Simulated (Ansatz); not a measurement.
Start from `NCC1CO1` and change one atom or group to get `[SiH3]C1CO1`.

Ansatz, PBE0-D4/def2-TZVP geometries, multiplicity 1. Each molecule was computed in one conformer, which needn't be the lowest.

| property | `NCC1CO1` |
| --- | --- |
| LUMO energy (ωB97M-V/def2-TZVPP) / eV | 2.31 |
| HOMO energy (PBE0/def2-TZVPP) / eV | -7.04 |
| LUMO energy (PBE/def2-TZVPP) / eV | 0.08 |
| LUMO energy (PBE0/def2-TZVPP) / eV | 0.91 |
| size of the dipole moment (B3LYP/def2-TZVPP) / D | 2.10 |
| HOMO energy (B3LYP/def2-TZVPP) / eV | -6.82 |

(1) Give the same properties after the change, and the shifts. (Estimate.)

Results:

(1) Ansatz gave: 
| property | `[SiH3]C1CO1` | shift |
| --- | --- | --- |
| LUMO energy (ωB97M-V/def2-TZVPP) / eV | 2.21 | -0.10 |
| HOMO energy (PBE0/def2-TZVPP) / eV | -7.81 | -0.77 |
| LUMO energy (PBE/def2-TZVPP) / eV | -0.17 | -0.25 |
| LUMO energy (PBE0/def2-TZVPP) / eV | 0.65 | -0.26 |
| size of the dipole moment (B3LYP/def2-TZVPP) / D | 1.71 | -0.39 |
| HOMO energy (B3LYP/def2-TZVPP) / eV | -7.56 | -0.74 |

With PBE0 the HOMO falls by 0.77 eV and the LUMO falls by 0.26 eV, so the gap widens by about 0.51 eV. PBE moves the HOMO by -0.68 eV and ωB97M-V by -0.74 eV. Dipoles are sizes alone; their direction can turn.

B3LYP here is the variant with VWN-RPA as its local correlation; programs differ in this.
